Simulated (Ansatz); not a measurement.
A CCSD(T) single point on `[OH][Ga]([SH])[Cl]`.

```yaml
crystal:
  periodic: [false, false, false]
  atoms:
    - {symbol: O, position_ang: [-0.537521, 1.653166, 0.739242]}
    - {symbol: Ga, position_ang: [-0.240078, 0.161394, -0.167447]}
    - {symbol: S, position_ang: [1.239880, -1.330545, 0.432696]}
    - {symbol: Cl, position_ang: [-1.422756, -0.113969, -1.911815]}
    - {symbol: H, position_ang: [0.009356, 1.751269, 1.522185]}
    - {symbol: H, position_ang: [0.951119, -2.121305, -0.614861]}
basis:
  gaussian: {orbitals: def2-TZVPP}
correlation: {method: ccsd_t}
```

```sh
$ ansatz run in.yaml --threads 2 --pin off --events-out ev --progress --plain --max-ram 20480MiB --backend cuda --devices 0, --max-vram 18GiB
```

Output of Ansatz, abridged:

```
Functional definition: HF
1169 factors; integrals over basis functions are off by at most 7.5e-4 eV
mean field evaluation 1: about -77726.0164 eV, gradient 4.1e1 eV
mean field evaluation 2: about -77726.1481 eV, gradient 4.1e1 eV
mean field evaluation 4: about -77729.4278 eV, gradient 3.1e0 eV
mean field evaluation 8: about -77729.4776 eV, gradient 3.2e-1 eV
mean field evaluation 16: about -77729.4782 eV, gradient 2.1e-6 eV
mean field -77729.47817692 eV, -2856.5056360691 hartree, gradient 2.1e-6 eV, S^2 0.000000; 0 other end points of the search recorded, 0 dependent functions left out
20 core orbitals not correlated: weight in the atoms' cores, before any rotation towards them, 1.000 or more for the frozen orbitals, at most 0.000 for the correlated occupied ones
reference -77729.47817692 eV, -2856.5056360691 hartree; 17, 17 occupied and 154, 154 virtual orbitals, 1169 factors
second order -22.47489637 eV of doubles, -0.00000000 eV of singles
cycle   1  -22.49003041 eV  change   -1.5e-2 eV  update   1.1e-1
cycle   2  -23.09022011 eV  change   -6.0e-1 eV  update   3.4e-2
cycle   3  -23.21157194 eV  change   -1.2e-1 eV  update   1.8e-2
cycle   4  -23.19893026 eV  change    1.3e-2 eV  update   4.4e-3
cycle   5  -23.19557914 eV  change    3.4e-3 eV  update   2.1e-3
cycle   6  -23.19614391 eV  change   -5.6e-4 eV  update   6.1e-4
cycle   7  -23.19592185 eV  change    2.2e-4 eV  update   2.4e-4
cycle   8  -23.19590908 eV  change    1.3e-5 eV  update   6.9e-5
cycle   9  -23.19594017 eV  change   -3.1e-5 eV  update   2.5e-5
perturbative correction -0.99231496 eV, -0.0364669022 hartree
Total energy: -77753.66643204 eV, -2857.3945380496 hartree
```

It took 2.8 s on 2 threads of an AMD EPYC 7R13 on a shared host and a share of an NVIDIA H100 80 GB, with 0.79 GiB of host memory at the peak.

MP2 recovers 92.9 % of the CCSD(T) correlation energy and the triples give 4.1 %; T1 = 0.0129.
